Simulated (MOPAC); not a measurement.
MOPAC input (PM6):

```
PM6 FORCE THERMO(298,298) PRECISE LET UHF MS=0.5 GEO-OK AUX(PRECISION=9) THREADS=1
C2H9Si2

C    -0.40082262 1    1.92982280 1    0.20873167 1
Si   -0.22479064 1    0.23226595 1   -0.48005602 1
C    -1.85404420 1   -0.67630326 1   -0.56081995 1
Si    1.31530259 1   -0.75414981 1    0.65769509 1
H     0.33073777 1    2.70713698 1    0.04705901 1
H    -1.22327202 1    2.25497388 1    0.82338073 1
H     0.28717660 1    0.38878378 1   -1.87459239 1
H    -2.58126488 1   -0.10809755 1   -1.16397302 1
H    -1.75397441 1   -1.66648309 1   -1.03362229 1
H    -2.31626109 1   -0.83493601 1    0.42427573 1
H     1.03739284 1   -0.93998914 1    2.12398654 1
H     1.61151739 1   -2.12370808 1    0.10432833 1
H     2.59882792 1    0.02894294 1    0.55400554 1
```

Output:

```
 *******************************************************************************
 **                                                                           **
 **                              MOPAC v23.2.5                                **
 **                                                                           **
 *******************************************************************************
 ** MOPAC's Digital Object Identifier: https://doi.org/10.5281/zenodo.6511958 **
 **                                                                           **
 ** Please cite the open-source release paper for use of this MOPAC version:  **
 ** J. E. Moussa and J. J. P. Stewart (2026)                                  **
 ** MOPAC: An open-source semiempirical molecular orbital program             **
 ** J. Open Source Softw., 11(119), 8025, https://doi.org/10.21105/joss.08025 **
 *******************************************************************************

                              PM6 CALCULATION RESULTS

 *******************************************************************************
 *  PM6        - The PM6 Hamiltonian to be used
 *  GEO-OK     - OVERRIDE INTERATOMIC DISTANCE AND OTHER SAFETY CHECKS
 *  UHF        - UNRESTRICTED HARTREE-FOCK CALCULATION
 *  MS=        - IN MECI, MAGNETIC COMPONENT OF SPIN =  0.5
 *  LET        - OVERRIDE SOME SAFETY CHECKS
 *  PRECISE    - TIGHTER CRITERIA TO BE USED
 *  FORCE      - FORCE CALCULATION SPECIFIED
 *  AUX        - OUTPUT AUXILIARY INFORMATION
 *  THERMO     - THERMODYNAMIC QUANTITIES TO BE CALCULATED
 *******************************************************************************
PM6 FORCE THERMO(298,298) PRECISE LET UHF MS=0.5 GEO-OK AUX(PRECISION=9) THREADS=1
 C2H9Si2

   ATOM   CHEMICAL          X               Y               Z
  NUMBER   SYMBOL      (ANGSTROMS)     (ANGSTROMS)     (ANGSTROMS)

     1       C         -0.40082262  *   1.92982280  *   0.20873167  *
     2      Si         -0.22479064  *   0.23226595  *  -0.48005602  *
     3       C         -1.85404420  *  -0.67630326  *  -0.56081995  *
     4      Si          1.31530259  *  -0.75414981  *   0.65769509  *
     5       H          0.33073777  *   2.70713698  *   0.04705901  *
     6       H         -1.22327202  *   2.25497388  *   0.82338073  *
     7       H          0.28717660  *   0.38878378  *  -1.87459239  *
     8       H         -2.58126488  *  -0.10809755  *  -1.16397302  *
     9       H         -1.75397441  *  -1.66648309  *  -1.03362229  *
    10       H         -2.31626109  *  -0.83493601  *   0.42427573  *
    11       H          1.03739284  *  -0.93998914  *   2.12398654  *
    12       H          1.61151739  *  -2.12370808  *   0.10432833  *
    13       H          2.59882792  *   0.02894294  *   0.55400554  *

          CARTESIAN COORDINATES

    NO.       ATOM           X           Y           Z

     1         C         -0.4008      1.9298      0.2087
     2        Si         -0.2248      0.2323     -0.4801
     3         C         -1.8540     -0.6763     -0.5608
     4        Si          1.3153     -0.7541      0.6577
     5         H          0.3307      2.7071      0.0471
     6         H         -1.2233      2.2550      0.8234
     7         H          0.2872      0.3888     -1.8746
     8         H         -2.5813     -0.1081     -1.1640
     9         H         -1.7540     -1.6665     -1.0336
    10         H         -2.3163     -0.8349      0.4243
[...]
 TRANSITION DIPOLE   0.8035         C  3 -- H  9         +40.5% ( 65.5%)     96.0%
 TRAVEL (Ang.)       0.2232         C  3 -- H 10          +2.0% ( 14.4%)     24.4%
 REDUCED MASS        0.5058         Si 2 -- C  3          +0.8% (  9.5%)      0.0%
 EFFECTIVE MASS      1.4661
 FORCE CONSTANT      2.1354

 VIBRATION         30   30A           ATOM PAIR      ENERGY CONTRIBUTION    RADIAL
 FREQUENCY          2681.70         C  3 -- H 10         +59.9% ( 79.6%)     99.1%
 TRANSITION DIPOLE   0.7949         C  3 -- H  9         +27.8% ( 54.2%)     91.8%
 TRAVEL (Ang.)       0.2313         C  3 -- H  8         +11.5% ( 34.9%)     76.6%
 REDUCED MASS        0.4700         Si 2 -- C  3          +0.9% (  9.5%)      0.0%
 EFFECTIVE MASS      1.4686
 FORCE CONSTANT      1.9915

 VIBRATION         31   31A           ATOM PAIR      ENERGY CONTRIBUTION    RADIAL
 FREQUENCY          2706.81         C  1 -- H  5         +57.0% ( 77.6%)     98.3%
 TRANSITION DIPOLE   0.6596         C  1 -- H  6         +42.0% ( 66.6%)     97.0%
 TRAVEL (Ang.)       0.2170         C  1 -- Si 2          +0.9% (  9.9%)      0.1%
 REDUCED MASS        0.5292
 EFFECTIVE MASS      1.5277
 FORCE CONSTANT      2.2846

 VIBRATION         32   32A           ATOM PAIR      ENERGY CONTRIBUTION    RADIAL
 FREQUENCY          2752.74         C  1 -- H  6         +55.0% ( 72.8%)     97.9%
 TRANSITION DIPOLE   0.8215         C  1 -- H  5         +39.7% ( 61.8%)     95.8%
 TRAVEL (Ang.)       0.2344         C  3 -- H 10          +1.8% ( 13.2%)     97.0%
 REDUCED MASS        0.4460         C  3 -- H  9          +1.6% ( 12.5%)     96.3%
 EFFECTIVE MASS      1.2177
 FORCE CONSTANT      1.9911

 VIBRATION         33   33A           ATOM PAIR      ENERGY CONTRIBUTION    RADIAL
 FREQUENCY          2759.99         C  3 -- H 10         +36.2% ( 58.1%)     96.9%
 TRANSITION DIPOLE   0.8220         C  3 -- H  8         +29.3% ( 52.2%)     95.5%
 TRAVEL (Ang.)       0.2861         C  3 -- H  9         +29.0% ( 52.0%)     95.5%
 REDUCED MASS        0.2984         C  1 -- H  6          +3.2% ( 17.3%)     98.0%
 EFFECTIVE MASS      1.1403
 FORCE CONSTANT      1.3392

      SYMMETRY NUMBER FOR POINT-GROUP C1  =  1

          SYSTEM IS A GROUND STATE

 C2H9Si2

          MOLECULE IS NOT LINEAR

          THERE ARE 33 GENUINE VIBRATIONS IN THIS SYSTEM
          THIS THERMODYNAMICS CALCULATION IS LIMITED TO
          MOLECULES WHICH HAVE NO INTERNAL ROTATIONS

                    CALCULATED THERMODYNAMIC PROPERTIES
                                          *
   TEMP. (K)   PARTITION FUNCTION   H.O.F.    ENTHALPY  HEAT CAPACITY ENTROPY
                                   KCAL/MOL   CAL/MOLE    CAL/K/MOL  CAL/K/MOL

 298.00  VIB.     0.2311D+03                  3798.0899    24.6056    23.5613
         ROT.     0.1444D+06                   888.2803     2.9808    26.5897
         INT.     0.3337D+08                  4686.3702    27.5864    50.1510
         TRA.     0.8153D+27                  1480.4672     4.9680    39.3772
         TOT.                       17.853    6166.8374    32.5544    89.5283

   *: NOTE: HEATS OF FORMATION ARE RELATIVE TO THE
            ELEMENTS IN THEIR STANDARD STATE AT 298K
              (=  Standard Enthalpy of Formation).

            Hvib:  Zero-point energy is not included.
                   frequencies of less than zero cm-1 are not included.
            Hrot = (3/2)RT
            Htra = (3/2)RT + pV = (5/2)RT

            Heat capacity is Cp, not Cv

          For more information, see: HTTP://OpenMOPAC.net/Manual/thermochemistry.html

           FORCE CONSTANT IN CARTESIAN COORDINATES (Millidynes/A)

    ATOM   CHEMICAL       X               Y               Z
   NUMBER   SYMBOL  FORCE CONSTANT  FORCE CONSTANT  FORCE CONSTANT

      1       C        6.024348        4.961631        1.749971
      2      Si        5.320685        4.754500        3.514015
      3       C        5.630054        5.576755        5.577461
      4      Si        3.732482        3.513625        3.629012
      5       H        1.591806        2.683558        0.500616
      6       H        1.675726        2.605093        0.512080
      7       H        0.459682        0.742594        1.868601
      8       H        0.857667        1.443344        2.697667
      9       H        4.060464        0.448909        0.505329
     10       H        0.688368        1.514581        2.846467
     11       H        0.419161        0.457338        2.107308
     12       H        2.454262        0.274807        0.251184
     13       H        0.565448        2.136056        0.277752

 **********************
 *                    *
 * JOB ENDED NORMALLY *
 *                    *
 **********************

 == MOPAC DONE ==
```
